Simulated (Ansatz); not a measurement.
Two isomers of CH3ClOSi: A = `ClC1O[SiH2]1`, B = `CO[Si]Cl`.

Program: Ansatz. Geometries: PBE0-D4/def2-TZVP. ΔE: electronic, gas phase. CCSD(T)/CBS is the MP2 limit (def2-TZVPP, def2-QZVPP) plus CCSD(T) − MP2 in def2-TZVPP, frozen cores. DFT in def2-TZVPP. B3LYP here is the variant with VWN-RPA as its local correlation; programs differ in this. One conformer a species, not always the lowest.

Q: Which isomer does CCSD(T)/CBS put lower? Give the gap. (Estimate.)

A: Ansatz gave: B, by 218.2 kJ/mol.

Q: Give E(B) − E(A) in kJ/mol with B2PLYP, CCSD(T)/def2-TZVPP, LDA (SPW92), BLYP-D4, B3LYP-D4, PBE0-D4, B3LYP. (An estimate is asked.)

A: The calculation gave: B2PLYP -223.4, CCSD(T)/def2-TZVPP -219.4, LDA (SPW92) -202.9, BLYP-D4 -226.9, B3LYP-D4 -229.0, PBE0-D4 -211.1, B3LYP -228.0. None reverses the order clearly.

Q: Does the order hold for the free energy at 298.15 K (harmonic terms from PBE0-D4)? (Estimate.)

A: The calculation gave: Yes: G(B) − G(A) = -207.8 kJ/mol, for one conformer each.

Largest T1 diagnostic: 0.014.

Leaving LDA and LC-ωPBE aside and taking each functional with its dispersion term where it has one, the values, not all of them listed here, spread over 31.5 kJ/mol, from BHLYP-D4 to r2SCAN-D4. LDA lies +3.6 kJ/mol from PBE without D4. From BLYP to BHLYP (50 % exact exchange), in def2-TZVPP and without D4, E(B) − E(A) moves by −7.9 kJ/mol.
